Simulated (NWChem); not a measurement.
System meant: InF cation, doublet; SMILES of the neutral closed-shell parent [F][In]

Input file for NWChem:

```
start job
memory heap 200 mb stack 900 mb global 1100 mb
charge 1
geometry units angstroms noautoz
  In     0.000000     0.000000    -0.186534
  F      0.000000     0.000000     1.764115
end
basis spherical
  In library def2-svp
  F library def2-svp
end
ecp
  In library def2-ecp
end
dft
  odft
  mult 2
  xc b3lyp
  iterations 4
  mulliken
end
task dft energy
```

End of the output:

```
     --------------------------
     Expectation value of S2:
     --------------------------
      <S2> =      0.7530 (Exact =     0.7500)

 center of mass
 --------------
 x =   0.00000000 y =   0.00000000 z =  -0.04898977

 moments of inertia (a.u.)
 ------------------
         221.523496468089           0.000000000000           0.000000000000
           0.000000000000         221.523496468089           0.000000000000
           0.000000000000           0.000000000000           0.000000000000

     Multipole analysis of the density
     ---------------------------------

     L   x y z        total         alpha         beta         nuclear
     -   - - -        -----         -----         ----         -------
     0   0 0 0      1.000000    -15.000000    -14.000000     30.000000

     1   1 0 0      0.000000     -0.000000      0.000000      0.000000
     1   0 1 0      0.000000      0.000000      0.000000      0.000000
     1   0 0 1     -1.168711     -8.520644     -8.663936     16.015869

     2   2 0 0    -15.786952     -8.696821     -7.090131      0.000000
     2   1 1 0      0.000000      0.000000      0.000000      0.000000
     2   1 0 1      0.000000      0.000000     -0.000000      0.000000
     2   0 2 0    -15.786952     -8.696821     -7.090131      0.000000
     2   0 1 1      0.000000      0.000000     -0.000000      0.000000
     2   0 0 2    -17.519442    -59.347610    -52.326579     94.154746

 ------------------------------------------------------------------------
 dft energy failed                                                                                  0
 ------------------------------------------------------------------------
 ------------------------------------------------------------------------
  current input line :
    22: task dft energy
 ------------------------------------------------------------------------
 ------------------------------------------------------------------------
 This type of error is most commonly associated with calculations not reaching convergence criteria
 ------------------------------------------------------------------------
 For more information see the NWChem manual at https://nwchemgit.github.io

0:dft energy failed:Received an Error in Communication
```

**Question.** Find the fault in this run and fix the input.

**Answer.** The run did not converge; its last values are not results. Cause: the SCF was allowed too few iterations. This input runs:
```
start job
memory heap 200 mb stack 900 mb global 1100 mb
charge 1
geometry units angstroms noautoz
  In     0.000000     0.000000    -0.186534
  F      0.000000     0.000000     1.764115
end
basis spherical
  * library def2-svp
end
ecp
  In library def2-ecp
end
dft
  odft
  mult 2
  xc b3lyp
  iterations 150
  mulliken
end
task dft energy
```
It converges to -289.65146 Ha (B3LYP/def2-SVP with def2 effective core potentials on In, spin-unrestricted).
